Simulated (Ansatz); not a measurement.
Calculated with Ansatz (gas phase, PBE0-D4/def2-TZVP geometries, no zero-point term in ΔE). CBS: MP2 limit from def2 TZ/QZ plus the TZ coupled-cluster correction, frozen cores. This one scheme is used for every species. DFT in def2-TZVPP. HSE06 is defined as in plane-wave codes. For Ga outer-core shells are correlated without core-valence functions, which leaves a few kJ/mol of doubt a bond. Scalar relativity is left out up to krypton. Each species was taken in one conformer, which may not be the lowest.

`C[SiH2][GaH2]` + `N=CO` → `COC=N` + `[SiH3][GaH2]`  (substitution at a C–Si bond)

```csv
level,ΔE (eV)
HSE06-D4,0.84
PBE,0.82
LC-ωPBE,0.83
CCSD(T)/def2-TZVPP,0.79
```

Problem. What does CCSD(T)/CBS give? (Estimate.)

Solution. Ansatz gave: +0.83 eV. The listed levels differ from it by 0.01, -0.01, 0.00, -0.04 eV.

Largest T1 diagnostic among the species: 0.014.

In def2-TZVPP, CCSD(T) changes the Hartree–Fock value by +0.10 eV (the triples alone add +0.00 eV) and MP2 by +0.16 eV. Leaving LDA and LC-ωPBE aside and taking each functional with its dispersion term where it has one, the values, not all of them listed here, spread over 0.08 eV, from BLYP-D4 to PBE-QIDH. LDA lies −0.03 eV from PBE without D4. At CCSD(T), def2-SVP lies −0.18 eV from the extrapolated value and def2-TZVPP −0.03 eV.
